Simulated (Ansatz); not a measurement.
`B[B]([SiH3])[SnH3]` + HI → `[SnH3][I]` + `BB[SiH3]` at 400 K and 1 bar (cleavage of the Sn–B bond).

Gas-phase electronic energies from Ansatz, PBE0-D4/def2-TZVP geometries. CBS: MP2 limit from def2 TZ/QZ plus the TZ coupled-cluster correction, frozen cores. Elements past krypton have def2 core potentials. For I, Sn outer-core shells are correlated without core-valence functions, which leaves a few kJ/mol of doubt a bond.

| species | CCSD(T)/CBS energy (Eh) | H − E (kJ/mol) | S (J/(mol·K)) |
| --- | --- | --- | --- |
| `B[B]([SiH3])[SnH3]` | -557.42402 | 221.0 | 444.7 |
| HI | -298.03592 | 25.7 | 215.0 |
| `[SnH3][I]` | -513.29032 | 75.0 | 315.4 |
| `BB[SiH3]` | -342.20223 | 174.7 | 345.0 |

H − E and S are ideal-gas, rigid-rotor, harmonic terms from PBE0-D4/def2-TZVP, for one conformer and one mirror image of each species. 1 Eh = 2625.50 kJ/mol, R = 8.31446 J/(mol·K).

Q: By hand: ΔE, ΔH, ΔS and ΔG.

A: ΔE = (-513.29032) + (-342.20223) − (-557.42402) − (-298.03592) = -0.03261 Eh = -85.6 kJ/mol. Δ(H − E) = 75.0 + 174.7 − 221.0 − 25.7 = 3.0, so ΔH = -82.6 kJ/mol. ΔS = 315.4 + 345.0 − 444.7 − 215.0 = 0.7 J/(mol·K). ΔG = -82.6 − 400 × (0.7)/1000 = -82.9 kJ/mol.

Q: By hand: the equilibrium constant, and the temperature at which ΔG would vanish if ΔH and ΔS stayed fixed.

A: log₁₀ K = −ΔG/(RT ln 10) = 10.8. ΔH and −TΔS have one sign here, so there is no such temperature. One of them is within its doubt of zero, so this could turn.

The number of gas molecules stays the same, so ΔS is small and ΔH decides. A doubt of 5 kJ/mol in ΔE shifts log₁₀ K by 0.7 here. Other conformers and mirror images would add mixing entropy, several J/(mol·K) or more a flexible species. These are equilibria of isolated gas molecules and say nothing of rates. Largest T1 diagnostic: 0.016 (customary marks: 0.02 for closed shells, 0.045 for open ones).
